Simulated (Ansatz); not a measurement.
Ansatz (a quantum-chemistry and plane-wave program) input (B3LYP-D3(BJ)/def2-TZVP):

Ansatz 0.2 input:
```yaml
crystal:
  periodic: [false, false, false]
  atoms:
    - {symbol: B, position_ang: [-0.96835656, 0.06020399, -0.08290159]}
    - {symbol: N, position_ang: [0.62979045, -0.10333295, -0.00929991]}
    - {symbol: H, position_ang: [-1.26015208, 1.19350843, -0.42878227]}
    - {symbol: H, position_ang: [-1.46944059, -0.21032217, 0.99639791]}
    - {symbol: H, position_ang: [0.81895399, -1.07746645, 0.19117144]}
    - {symbol: H, position_ang: [1.35798315, 0.47421006, 0.66652686]}
    - {symbol: H, position_ang: [0.98590517, 0.04238085, -0.94570660]}
basis:
  gaussian:
    orbitals: def2-TZVP
hamiltonian:
  xc: b3lyp
  dispersion: d3bj
total_charge: -1
phonons: {temperatures: {t_min: 298.15, t_max: 298.15, t_step: 100}}
```

Output:

```
Functional definition: B3LYP
integrals: 0.02 GiB planned
544 factors; their error is unknown
mean field: 0.20 GiB planned
mean field evaluation 1: about -2241.4006 eV, gradient 3.2e1 eV
mean field evaluation 2: about -2228.8450 eV, gradient 5.8e1 eV
mean field evaluation 4: about -2246.0242 eV, gradient 5.1e0 eV
mean field evaluation 8: about -2246.0878 eV, gradient 2.5e-1 eV
mean field evaluation 16: about -2246.0786 eV, gradient 1.1e-4 eV
mean field -2246.07859896 eV, -82.5418660649 hartree, gradient 2.5e-5 eV, S^2 0.000000; 0 other end points of the search recorded, 0 dependent functions left out
the calculation of the forces begins
reference -2246.07883583 eV, -82.5418747698 hartree; 9, 9 occupied and 83, 83 virtual orbitals, 544 factors
these checks for a lower state are left out or cut short: stability, starts, cluster_reference, orbital_swaps, neighbouring_geometries, increment
integrals: 0.02 GiB planned
544 factors; their error is unknown
mean field: 0.20 GiB planned
mean field -2246.07856928 eV, -82.5418649742 hartree, gradient 3.0e-6 eV, S^2 0.000000; 0 other end points of the search recorded, 0 dependent functions left out
the calculation of the forces begins
reference -2246.07880618 eV, -82.5418736801 hartree; 9, 9 occupied and 83, 83 virtual orbitals, 544 factors
these checks for a lower state are left out or cut short: stability, starts, cluster_reference, orbital_swaps, neighbouring_geometries, increment
integrals: 0.02 GiB planned
544 factors; their error is unknown
mean field: 0.20 GiB planned
mean field evaluation 32: about -2246.0785 eV, gradient 3.8e-3 eV
mean field -2246.07854539 eV, -82.5418640965 hartree, gradient 3.0e-6 eV, S^2 0.000000; 0 other end points of the search recorded, 0 dependent functions left out
the calculation of the forces begins
reference -2246.07878224 eV, -82.5418728004 hartree; 9, 9 occupied and 83, 83 virtual orbitals, 544 factors
these checks for a lower state are left out or cut short: stability, starts, cluster_reference, orbital_swaps, neighbouring_geometries, increment
integrals: 0.02 GiB planned
544 factors; their error is unknown
mean field: 0.20 GiB planned
mean field -2246.07851036 eV, -82.5418628091 hartree, gradient 3.1e-6 eV, S^2 0.000000; 0 other end points of the search recorded, 0 dependent functions left out
the calculation of the forces begins
reference -2246.07874720 eV, -82.5418715126 hartree; 9, 9 occupied and 83, 83 virtual orbitals, 544 factors
these checks for a lower state are left out or cut short: stability, starts, cluster_reference, orbital_swaps, neighbouring_geometries, increment
integrals: 0.02 GiB planned
544 factors; their error is unknown
mean field: 0.20 GiB planned
mean field -2246.07853446 eV, -82.5418636948 hartree, gradient 3.0e-6 eV, S^2 0.000000; 0 other end points of the search recorded, 0 dependent functions left out
the calculation of the forces begins
reference -2246.07877138 eV, -82.5418724012 hartree; 9, 9 occupied and 83, 83 virtual orbitals, 544 factors
these checks for a lower state are left out or cut short: stability, starts, cluster_reference, orbital_swaps, neighbouring_geometries, increment
integrals: 0.02 GiB planned
544 factors; their error is unknown
mean field: 0.20 GiB planned
mean field -2246.07847178 eV, -82.5418613914 hartree, gradient 3.0e-6 eV, S^2 0.000000; 0 other end points of the search recorded, 0 dependent functions left out
the calculation of the forces begins
reference -2246.07870868 eV, -82.5418700973 hartree; 9, 9 occupied and 83, 83 virtual orbitals, 544 factors
these checks for a lower state are left out or cut short: stability, starts, cluster_reference, orbital_swaps, neighbouring_geometries, increment
integrals: 0.02 GiB planned
[...]
reference -2246.07883531 eV, -82.5418747508 hartree; 9, 9 occupied and 83, 83 virtual orbitals, 544 factors
these checks for a lower state are left out or cut short: stability, starts, cluster_reference, orbital_swaps, neighbouring_geometries, increment
integrals: 0.02 GiB planned
544 factors; their error is unknown
mean field: 0.20 GiB planned
mean field evaluation 96: about -2246.0784 eV, gradient 3.0e-1 eV
mean field -2246.07854620 eV, -82.5418641262 hartree, gradient 3.0e-6 eV, S^2 0.000000; 0 other end points of the search recorded, 0 dependent functions left out
the calculation of the forces begins
reference -2246.07878309 eV, -82.5418728317 hartree; 9, 9 occupied and 83, 83 virtual orbitals, 544 factors
these checks for a lower state are left out or cut short: stability, starts, cluster_reference, orbital_swaps, neighbouring_geometries, increment
integrals: 0.02 GiB planned
544 factors; their error is unknown
mean field: 0.20 GiB planned
mean field -2246.07854993 eV, -82.5418642633 hartree, gradient 3.0e-6 eV, S^2 0.000000; 0 other end points of the search recorded, 0 dependent functions left out
the calculation of the forces begins
reference -2246.07878679 eV, -82.5418729675 hartree; 9, 9 occupied and 83, 83 virtual orbitals, 544 factors
these checks for a lower state are left out or cut short: stability, starts, cluster_reference, orbital_swaps, neighbouring_geometries, increment
integrals: 0.02 GiB planned
544 factors; their error is unknown
mean field: 0.20 GiB planned
mean field -2246.07858801 eV, -82.5418656628 hartree, gradient 3.0e-6 eV, S^2 0.000000; 0 other end points of the search recorded, 0 dependent functions left out
the calculation of the forces begins
reference -2246.07882486 eV, -82.5418743667 hartree; 9, 9 occupied and 83, 83 virtual orbitals, 544 factors
these checks for a lower state are left out or cut short: stability, starts, cluster_reference, orbital_swaps, neighbouring_geometries, increment
integrals: 0.02 GiB planned
544 factors; their error is unknown
mean field: 0.21 GiB planned
mean field -2246.07858865 eV, -82.5418656862 hartree, gradient 3.0e-6 eV, S^2 0.000000; 0 other end points of the search recorded, 0 dependent functions left out
the calculation of the forces begins
reference -2246.07882555 eV, -82.5418743921 hartree; 9, 9 occupied and 83, 83 virtual orbitals, 544 factors
these checks for a lower state are left out or cut short: stability, starts, cluster_reference, orbital_swaps, neighbouring_geometries, increment
integrals: 0.02 GiB planned
544 factors; their error is unknown
mean field: 0.20 GiB planned
mean field evaluation 128: about -2246.0786 eV, gradient 3.0e-6 eV
mean field -2246.07859187 eV, -82.5418658043 hartree, gradient 3.0e-6 eV, S^2 0.000000; 0 other end points of the search recorded, 0 dependent functions left out
the calculation of the forces begins
reference -2246.07882874 eV, -82.5418745093 hartree; 9, 9 occupied and 83, 83 virtual orbitals, 544 factors
these checks for a lower state are left out or cut short: stability, starts, cluster_reference, orbital_swaps, neighbouring_geometries, increment
integrals: 0.02 GiB planned
544 factors; their error is unknown
mean field: 0.20 GiB planned
mean field -2246.07857304 eV, -82.5418651125 hartree, gradient 3.0e-6 eV, S^2 0.000000; 0 other end points of the search recorded, 0 dependent functions left out
the calculation of the forces begins
reference -2246.07880991 eV, -82.5418738173 hartree; 9, 9 occupied and 83, 83 virtual orbitals, 544 factors
these checks for a lower state are left out or cut short: stability, starts, cluster_reference, orbital_swaps, neighbouring_geometries, increment
integrals: 0.02 GiB planned
544 factors; their error is unknown
mean field: 0.21 GiB planned
mean field -2246.07846666 eV, -82.5418612030 hartree, gradient 3.0e-6 eV, S^2 0.000000; 0 other end points of the search recorded, 0 dependent functions left out
the calculation of the forces begins
reference -2246.07870351 eV, -82.5418699073 hartree; 9, 9 occupied and 83, 83 virtual orbitals, 544 factors
these checks for a lower state are left out or cut short: stability, starts, cluster_reference, orbital_swaps, neighbouring_geometries, increment
integrals: 0.02 GiB planned
544 factors; their error is unknown
mean field: 0.20 GiB planned
mean field -2246.07848322 eV, -82.5418618115 hartree, gradient 3.0e-6 eV, S^2 0.000000; 0 other end points of the search recorded, 0 dependent functions left out
the calculation of the forces begins
reference -2246.07872011 eV, -82.5418705170 hartree; 9, 9 occupied and 83, 83 virtual orbitals, 544 factors
these checks for a lower state are left out or cut short: stability, starts, cluster_reference, orbital_swaps, neighbouring_geometries, increment
integrals: 0.02 GiB planned
544 factors; their error is unknown
mean field: 0.20 GiB planned
mean field -2246.07857659 eV, -82.5418652430 hartree, gradient 3.0e-6 eV, S^2 0.000000; 0 other end points of the search recorded, 0 dependent functions left out
the calculation of the forces begins
reference -2246.07881342 eV, -82.5418739462 hartree; 9, 9 occupied and 83, 83 virtual orbitals, 544 factors
these checks for a lower state are left out or cut short: stability, starts, cluster_reference, orbital_swaps, neighbouring_geometries, increment
integrals: 0.02 GiB planned
544 factors; their error is unknown
mean field: 0.20 GiB planned
mean field evaluation 160: about -2246.0786 eV, gradient 1.3e-4 eV
mean field -2246.07857765 eV, -82.5418652818 hartree, gradient 3.0e-6 eV, S^2 0.000000; 0 other end points of the search recorded, 0 dependent functions left out
the calculation of the forces begins
reference -2246.07881457 eV, -82.5418739884 hartree; 9, 9 occupied and 83, 83 virtual orbitals, 544 factors
these checks for a lower state are left out or cut short: stability, starts, cluster_reference, orbital_swaps, neighbouring_geometries, increment
integrals: 0.02 GiB planned
544 factors; their error is unknown
mean field: 0.20 GiB planned
mean field -2246.07857074 eV, -82.5418650279 hartree, gradient 9.9e-7 eV, S^2 0.000000; 0 other end points of the search recorded, 0 dependent functions left out
the calculation of the forces begins
reference -2246.07880765 eV, -82.5418737344 hartree; 9, 9 occupied and 83, 83 virtual orbitals, 544 factors
these checks for a lower state are left out or cut short: stability, starts, cluster_reference, orbital_swaps, neighbouring_geometries, increment
integrals: 0.02 GiB planned
544 factors; their error is unknown
mean field: 0.20 GiB planned
mean field -2246.07856933 eV, -82.5418649763 hartree, gradient 3.0e-6 eV, S^2 0.000000; 0 other end points of the search recorded, 0 dependent functions left out
the calculation of the forces begins
reference -2246.07880616 eV, -82.5418736794 hartree; 9, 9 occupied and 83, 83 virtual orbitals, 544 factors
these checks for a lower state are left out or cut short: stability, starts, cluster_reference, orbital_swaps, neighbouring_geometries, increment
integrals: 0.02 GiB planned
544 factors; their error is unknown
mean field: 0.21 GiB planned
mean field -2246.07859744 eV, -82.5418660093 hartree, gradient 9.8e-7 eV, S^2 0.000000; 0 other end points of the search recorded, 0 dependent functions left out
the calculation of the forces begins
reference -2246.07883434 eV, -82.5418747150 hartree; 9, 9 occupied and 83, 83 virtual orbitals, 544 factors
these checks for a lower state are left out or cut short: stability, starts, cluster_reference, orbital_swaps, neighbouring_geometries, increment
integrals: 0.02 GiB planned
544 factors; their error is unknown
mean field: 0.20 GiB planned
mean field evaluation 192: about -2246.0786 eV, gradient 3.0e-6 eV
mean field -2246.07857737 eV, -82.5418652717 hartree, gradient 3.0e-6 eV, S^2 0.000000; 0 other end points of the search recorded, 0 dependent functions left out
the calculation of the forces begins
reference -2246.07881422 eV, -82.5418739757 hartree; 9, 9 occupied and 83, 83 virtual orbitals, 544 factors
Total energy: -2246.20368260 eV, -82.5464628040 hartree
Atom 0 at    -0.968357     0.060204    -0.082902 Å, force    -0.000640     0.001048     0.000939 eV/Å
Atom 1 at     0.629790    -0.103333    -0.009300 Å, force    -0.000787     0.000641     0.000516 eV/Å
Atom 2 at    -1.260152     1.193508    -0.428782 Å, force     0.000388    -0.001537     0.000424 eV/Å
Atom 3 at    -1.469441    -0.210322     0.996398 Å, force     0.000666     0.000323    -0.001464 eV/Å
Atom 4 at     0.818954    -1.077466     0.191171 Å, force     0.000094    -0.000134    -0.000224 eV/Å
Atom 5 at     1.357983     0.474210     0.666527 Å, force     0.000202    -0.000103    -0.000072 eV/Å
Atom 6 at     0.985905     0.042381    -0.945707 Å, force     0.000078    -0.000239    -0.000118 eV/Å
Dipole moment:     1.025319     0.045667     0.195552 e Å
Vibrations: 378.39 433.44 649.92 686.65 939.30 1031.21 1082.47 1182.13 1356.79 1594.39 1804.17 2362.88 2379.41 3492.95 3560.17 cm⁻¹, zero-point energy 1.421743 eV
```

It need not be the lowest isomer of its formula. Whether it binds its extra electron was not tested at this geometry.
